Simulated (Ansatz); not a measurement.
Geometry optimisation, Ansatz, RKS BHLYP-D4/6-31G*.

Input:

```yaml
crystal:
  periodic: [false, false, false]
  atoms:
    - { symbol: Si, position_ang: [0.0, 0.0, 0.0] }
    - { symbol: Cl, position_ang: [0.0, 0.0, 2.48] }
    - { symbol: Si, position_ang: [2.0935, 0.0, -0.7393] }
    - { symbol: H, position_ang: [2.5508, -1.3762, -0.9079] }
    - { symbol: H, position_ang: [2.1573, 0.6939, -2.0222] }
    - { symbol: H, position_ang: [2.951, 0.6823, 0.2255] }
    - { symbol: Si, position_ang: [-1.0456, 1.8115, -0.7393] }
    - { symbol: H, position_ang: [-2.4302, 1.478, -1.0607] }
    - { symbol: H, position_ang: [-1.0215, 2.8436, 0.2931] }
    - { symbol: H, position_ang: [-0.3743, 2.3069, -1.9374] }
    - { symbol: F, position_ang: [-0.7489, -1.2974, -0.5295] }
    - { symbol: P, position_ang: [-2.3535, 0.0075, 0.782] }
    - { symbol: H, position_ang: [-3.1224, -0.8763, -0.0205] }
    - { symbol: H, position_ang: [-2.4045, -0.418, 2.1358] }
    - { symbol: H, position_ang: [-1.4142, 0.0045, 2.0145] }
basis:
  gaussian: { orbitals: "6-31G*" }
hamiltonian:
  xc: { name: BHLYP }
  dispersion: d4
relax:
  f_tol: 0.15
  max_steps: 25
  restrain:
    - { distance: [0, 11], at: 3.38, k: 30.0 }
    - { distance: [14, 1], at: 2.57, k: 30.0 }
    - { distance: [0, 1], at: 2.13, k: 30.0 }
    - { distance: [14, 11], at: 1.42, k: 30.0 }
```

Command:

```bash
$ ansatz run input.yaml --threads 4 --pin off --max-ram 5120MiB --backend cpu --events-out ev --progress --plain --runs-dir out
```

Task: Where does it end, and by what steps?

Result: It converged. The restraints hold the end off the free minimum. After 17 steps the energy has fallen by 6.931 eV (the restraints' own energy left out); H14 moved furthest, 1.64 Å. Parted: Si1–P12 (2.48 → 3.39 Å), Cl2–H15 (1.49 → 2.58 Å).

```
step  energy less start (eV)  largest force component (eV/Å)  accepted
   0                  0.0000                           4.148       yes
   1                 -0.8248                           3.754       yes
   2                 -1.7585                           4.566       yes
   3                 -2.8760                           3.724       yes
   4                 -4.1662                           2.261       yes
   5                 -5.2367                           2.162       yes
   6                 -5.9889                           1.774       yes
   7                 -6.3669                           1.199       yes
   8                 -6.4886                           1.116       yes
   9                 -6.5523                           1.440       yes
  10                 -6.6072                           1.329       yes
  11                 -6.6370                           0.978       yes
  12                 -6.6838                           1.018       yes
  13                 -6.7704                           0.791       yes
  14                 -6.8400                           0.829       yes
  15                 -6.8804                           0.576       yes
  16                 -6.9086                           0.541       yes
  17                 -6.9311                           0.533       yes
```

```xyz
15
Properties=species:S:1:pos:R:3
Si 0.265 0.159 -0.051
Cl 0.576 0.158 2.038
Si 2.373 -0.056 -1.033
H 2.956 -1.363 -0.675
H 2.255 0.048 -2.503
H 3.239 1.034 -0.541
Si -0.954 2.057 -0.677
H -1.977 1.705 -1.675
H -1.534 2.752 0.482
H 0.034 2.959 -1.318
F -0.526 -1.204 -0.369
P -2.872 -0.254 1.166
H -3.062 -1.623 0.920
H -4.002 -0.095 2.000
H -1.934 -0.417 2.211
```

Time of the run: 77 s on 4 threads of Arm Neoverse V1, on a shared host, peak memory 0.38 GiB.
